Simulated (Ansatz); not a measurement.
`CN[SiH](N)F` and `CN[SiH](N)S` differ in one atom or group.

Ansatz, PBE0-D4/def2-TZVP geometries, multiplicity 1. Each molecule was computed in one conformer, which needn't be the lowest.

```tsv
property	`CN[SiH](N)F`
HOMO–LUMO gap (PBE0/def2-TZVPP) / eV	8.22
size of the dipole moment (B3LYP/def2-TZVPP) / D	2.12
HOMO energy (ωB97M-V/def2-TZVPP) / eV	-9.51
LUMO energy (PBE0/def2-TZVPP) / eV	1.08
HOMO energy (B3LYP/def2-TZVPP) / eV	-6.90
size of the dipole moment (PBE/def2-TZVPP) / D	2.10
```

**Question.** What does the change do to each property? (Best estimate.)

**Answer.** The calculation gave: 
```tsv
property	`CN[SiH](N)S`	shift
HOMO–LUMO gap (PBE0/def2-TZVPP) / eV	7.40	-0.82
size of the dipole moment (B3LYP/def2-TZVPP) / D	1.65	-0.47
HOMO energy (ωB97M-V/def2-TZVPP) / eV	-9.00	0.51
LUMO energy (PBE0/def2-TZVPP) / eV	0.66	-0.42
HOMO energy (B3LYP/def2-TZVPP) / eV	-6.51	0.39
size of the dipole moment (PBE/def2-TZVPP) / D	1.66	-0.44
```

With PBE0 the HOMO rises by 0.40 eV and the LUMO falls by 0.42 eV, so the gap narrows by about 0.82 eV. PBE moves the HOMO by 0.30 eV and ωB97M-V by 0.51 eV. Dipoles are sizes alone; their direction can turn.

B3LYP here is the variant with VWN-RPA as its local correlation; programs differ in this.
